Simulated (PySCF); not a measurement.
Excitations are Tamm–Dancoff values on a coarser integration grid. The basis has no diffuse functions, so Rydberg states are missing or too high.

Z-matrix (Å, degrees):
```
Al
N 1 1.7712
H 2 1.0149 1 124.67
H 2 1.0149 3 110.65 1 179.98
S 1 2.1993 2 118.47 3 170.33
H 5 1.3542 1 92.56 2 163.56
S 1 2.1994 2 118.47 3 -9.67
H 7 1.3542 1 92.57 2 163.44
```
Charge 0, spin multiplicity 1.

**Question.** Predict the S1 excitation (TDA), S1 oscillator strength and HOMO–LUMO gap from PBE-D3(BJ)/def2-TZVP (PySCF).

**Answer.** 
```
Property                  Value
----------------------  -------
S1 excitation (TDA)     5.04 eV
S1 oscillator strength    0.003
HOMO–LUMO gap           4.95 eV
```
